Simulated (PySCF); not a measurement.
Input file for PySCF: R-MP2/6-31G* on C2H6O (SMILES COC) with ghost functions, monomers drawn apart or pushed together.

```python
from pyscf import gto, scf, dft, mp
from pyscf.data.elements import chemcore

mol = gto.M(
    atom='''
    C    -0.61934550    1.00579015    5.53709659
    O    -0.59590578   -0.36866224    5.21716366
    C     0.71196106   -0.89874453    5.22205933
    H    -0.04458665    1.59398335    4.81050885
    H    -0.20906870    1.18890659    6.53865485
    H    -1.65928578    1.32797112    5.51445959
    H     1.35365992   -0.38285096    4.49681729
    H     0.63822692   -1.95066722    4.95019835
    H     1.17182202   -0.81632625    6.21542249
    ghost-C   -0.44378606    0.26334721    0.86129778
    ghost-C    0.71425943   -0.14896037    0.36590407
    ghost-H   -0.82173161   -0.10254413    1.80829003
    ghost-H   -1.05551818    0.98643933    0.33427706
    ghost-H    1.09652573    0.21700552   -0.57961663
    ghost-H    1.32753172   -0.87556928    0.88562476
    ''',
    basis='6-31g*',
    cart=True,
    charge=0, spin=0, verbose=3, max_memory=1800)
mf = scf.RHF(mol)
mf.conv_tol = 1e-8
mf.max_cycle = 100
mf.kernel()
if not mf.converged:
    mf = mf.newton().run(mf.mo_coeff, mf.mo_occ)
pt = mp.MP2(mf, frozen=chemcore(mol)).run()
```

### Question
Give the final energy of this run.

### Answer
-154.5039 hartree.
